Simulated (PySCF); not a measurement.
# From a computed spectrum to the compound

A species of 7 atoms with charge 0 has these harmonic modes (PBE0, small Gaussian bases with core potentials, PySCF 2.14.0):

| cm⁻¹ | km/mol | symmetry |
| --- | --- | --- |
| 38 | 12.9 | a1 |
| 115 | 2.2 | e |
| 115 | 2.2 | e |
| 297 | 0.0 | a2 |
| 372 | 276.4 | e |
| 372 | 276.4 | e |
| 487 | 3.3 | e |
| 487 | 3.3 | e |
| 502 | 534.4 | a1 |
| 582 | 209.8 | e |
| 582 | 209.8 | e |
| 606 | 3.8 | a1 |
| 4007 | 166.1 | e |
| 4007 | 166.1 | e |
| 4008 | 3.5 | a1 |

**Question.** Which species is it, and in which structure?

**Answer.** Sm(OH)3 (singlet in the valence; each metal's 4f electrons, 5 of them, lie in its core potential, out of spins and levels):
```xyz
7

Sm    0.0000    0.0000   -0.0391
O     2.0904    0.0000    0.1097
H     3.0397    0.0000    0.2261
O    -1.0452    1.8103    0.1097
H    -1.5198    2.6325    0.2261
O    -1.0452   -1.8103    0.1097
H    -1.5199   -2.6325    0.2261
```
Ideal gas at 298.15 K and 1 bar: S = 370.3 J/(mol K), Cp = 106.7 J/(mol K), H − H(0 K) = 21.9 kJ/mol (rigid rotor, harmonic modes, spin degeneracy alone, that of the 4f electrons in the core included; the modes under 60 cm⁻¹ make these uncertain). An lcecp potential fixes the number of 4f electrons, so in runs with it no electron can move into or out of that shell.
 Other answers can fit too; this one was computed.
